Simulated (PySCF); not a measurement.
Compound: [ReO4]- (charge -1 and singlet state).
Geometry (PBE0-D3(BJ)/def2-SVP, Å), atoms numbered from 1 in this order:
```xyz
5
ReO4 angstrom
Re     0.0143   -0.0221   -0.0124
O      0.0288   -0.0404    1.7166
O      1.6400   -0.0421   -0.6008
O     -0.7818    1.4092   -0.5679
O     -0.8264   -1.4151   -0.5976
```

The calculation used PySCF 2.14.0, PBE0-D3(BJ)/def2-SVP geometry optimisation, gas phase, def2 core potentials past Kr.

Question: Which atoms are bound to Re1, and at what distances?

Answer: 4 atoms: O3 1.729 Å, O5 1.729 Å, O2 1.729 Å, O4 1.729 Å.

Question: What is the shape at Re1?

Answer: Tetrahedral: angles from 109.4° to 109.5°; τ4 = (360° − α − β)/141° = 1.00 with α and β the two widest (0 for a square, 1 for a tetrahedron).

Question: What are the rotational constants (commonest isotopes, rigid rotor)?

Answer: A = 3964, B = 3963, C = 3960 MHz: a spherical top.

Point group: Td (tolerance 0.08 Å). Charge -1, singlet. Whether it is a minimum is left open (no frequencies).
